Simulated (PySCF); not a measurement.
I3, SMILES [I-](I)I, charge -1. The structure is a stationary point at PBE0-D3(BJ)/def2-SVPD. The def2 effective core potentials stand for the cores of I; spin–orbit coupling is left out.

Give the equilibrium geometry at PBE0-D3(BJ)/def2-SVPD (PySCF confirms it by a frequency run) as Cartesian coordinates in Å, and its point group. (The exact figures need the calculation; the answer reports its results.)

point group D∞h.
```xyz
3

I      0.0000     0.0000    -2.9573
I      0.0000     0.0000     0.0000
I      0.0000     0.0000     2.9573
```
Charge -1, spin multiplicity 1.
